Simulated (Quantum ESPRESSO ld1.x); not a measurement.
Q: The mean radii <r> (bohr) of the occupied orbitals of an atom or ion are listed with their occupations. All-electron calculation, Dirac Kohn-Sham, PBEsol, spin-unpolarised, spherical densities, point nucleus. Program: ld1.x of Quantum ESPRESSO 7.5.

| orbital | occ. | <r> |
|---|---|---|
| 1s1/2 | 2 | 0.1114 |
| 2s1/2 | 2 | 0.5687 |
| 2p1/2 | 2 | 0.5365 |
| 2p3/2 | 4 | 0.5388 |
| 3s1/2 | 2 | 2.166 |
| 3p1/2 | 2 | 2.786 |

Name the element and its charge. Open shells, if any, fill j = l - 1/2 first.

A: Z = 14, silicon, charge 0: Si in [Ne] 3s2 3p2. The 1s radius gives Z: for a bare nucleus <r> = (2 gamma + 1)/(2Z) with gamma = sqrt(1 - (Z/c)^2), 0.1068 bohr for Z = 14, and screening makes it slightly larger (0.1114 here). The occupations add up to 14, and the charge is Z minus that.
